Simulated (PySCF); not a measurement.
# Oxygen: a sound run and one with changed settings

Sound run: O⁺ [He] 2s2 2p3, O²⁺ [He] 2s2 2p2. All numbers are calculated (PySCF 2.14, the non-relativistic Hamiltonian (point nucleus), in cc-pVTZ). The sound run starts from symmetry-adapted Hartree-Fock orbitals and uses a fine grid where one is needed.

Changed run: radial step 0.3 in ln r (0.13 in the sound run). This setting is unsound on purpose.

```json
{"species": "O⁺", "method": "UHF", "sound run (hartree)": "-74.37037", "changed run (hartree)": "-74.37037", "converged": "yes"}
{"species": "O⁺", "method": "LDA", "sound run (hartree)": "-74.00942", "changed run (hartree)": "-74.00945", "converged": "yes"}
{"species": "O⁺", "method": "M06-2X", "sound run (hartree)": "-74.56167", "changed run (hartree)": "-74.56299", "converged": "yes"}
{"species": "O²⁺", "method": "UHF", "sound run (hartree)": "-73.10003", "changed run (hartree)": "-73.10003", "converged": "yes"}
{"species": "O²⁺", "method": "LDA", "sound run (hartree)": "-72.70195", "changed run (hartree)": "-72.70197", "converged": "yes"}
{"species": "O²⁺", "method": "M06-2X", "sound run (hartree)": "-73.27138", "changed run (hartree)": "-73.26969", "converged": "yes"}
```

Ionisation energy of O⁺:

| method | sound run (eV) | changed run (eV) |
| --- | --- | --- |
| UHF | 34.568 | 34.568 |
| LDA | 35.578 | 35.578 |
| M06-2X | 35.111 | 35.193 |

A coarse radial grid mis-integrates the density and the exchange-correlation energy, with errors of either sign; Hartree-Fock needs no grid.

For comparison, NIST gives 35.121 eV between the lowest levels.
